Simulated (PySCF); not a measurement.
# How methods differ on the excitation energy of Fe

Fe [Ar] 3d6 4s2 (5D) → Fe [Ar] 3d5 4s2 5s1 (7S), as a difference of total energies. Calculation: PySCF 2.14, in aug-cc-pVDZ; the non-relativistic Hamiltonian (point nucleus). Correlated levels: valence: [Ar] frozen. The calculations carry no spin-orbit coupling.

```tsv
method	excitation energy (eV)
UHF	6.464
LDA	9.187
PBE	9.103
PBE0	8.674
B97-3	8.763
M06-2X	8.097
TPSSh	9.000
MP2 (valence)	7.798
SCS-MP2 (valence)	7.868
```

How much does correlation contribute at MP2 (valence)?

7.798 − (6.464) = 1.334 eV, measured against UHF.

A first-order spin-orbit estimate (lowest level to lowest level, LS coupling) adds 0.054 eV.

The upper state lies above the first ionisation limit, where it may autoionise and the basis confines it. A Rydberg-like electron needs more diffuse functions than a valence basis has.

The promoted electron is Rydberg-like, and one or two diffuse shells describe it only roughly, which tends to raise the upper state.
